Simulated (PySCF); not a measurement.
C₃H₉OSi, SMILES CCO[SiH]C (connectivity only; charge and spin as stated), charge +1, multiplicity 1.

The structure is a stationary point at r2SCAN-D4/def2-SVP. The spin state was assumed, not searched. The isomer is the one that the SMILES or the coordinates give; other isomers of the formula were not compared. Other conformers were not sampled.

Vertical ionisation energy (IE) and electron affinity (EA) in eV. Rows of orbital energies are one-electron estimates. Where ΔSCF, EOM or ADC give a negative EA the extra electron is unbound and the value depends on the basis.

| level | IE | EA |
|---|---|---|
| −ε(HOMO), −ε(LUMO), PBE0/def2-TZVP (PySCF) | 13.94 | 7.22 |
| −ε(HOMO), −ε(LUMO), PBE/def2-TZVP (PySCF) | [?] | [?] |

Problem. Complete the blanks. (The exact figures need the calculation; the answer reports its results.)

Solution. 
- −ε(HOMO), −ε(LUMO), PBE/def2-TZVP (PySCF), IE: 12.57
- −ε(HOMO), −ε(LUMO), PBE/def2-TZVP (PySCF), EA: 8.10
